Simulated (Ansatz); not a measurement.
Program: Ansatz. Geometries: PBE0-D4/def2-TZVP. ΔE: electronic, gas phase. CCSD(T)/CBS adds triple-zeta CCSD(T) − MP2 to the extrapolated MP2 energy (def2 sets, frozen cores). This one scheme is used for every species. Functionals use def2-TZVPP. For Ge, Se outer-core shells are correlated without core-valence functions, which leaves a few kJ/mol of doubt a bond. Scalar relativity is left out up to krypton. One conformer a species, not always the lowest.

Reaction (formal exchange of groups at the Se–B bond): `NCB(O)[SeH]` + `[Cl][GeH3]` → `[Cl][GeH2][SeH]` + `NCBO`

Problem. Is it downhill or uphill in electronic energy at CCSD(T)/CBS, and by how much? (Best estimate.)

Solution. The calculation gave: Downhill: ΔE = -2.8 kcal/mol.

Problem. What do these levels give: PBE-D4, ωB97X-V, MP2/def2-TZVPP, HF/def2-QZVPP, SCS-MP2/def2-QZVPP, CCSD/CBS(def2)? (Estimate.)

Solution. The calculation gave: PBE-D4 -2.6, ωB97X-V -3.3, MP2/def2-TZVPP -2.6, HF/def2-QZVPP -3.8, SCS-MP2/def2-QZVPP -2.9, CCSD/CBS(def2) -3.1 kcal/mol.

Largest T1 diagnostic among the species: 0.012.

In def2-TZVPP, CCSD(T) changes the Hartree–Fock value by +1.5 kcal/mol (the triples alone add +0.3 kcal/mol) and MP2 by +1.3 kcal/mol.
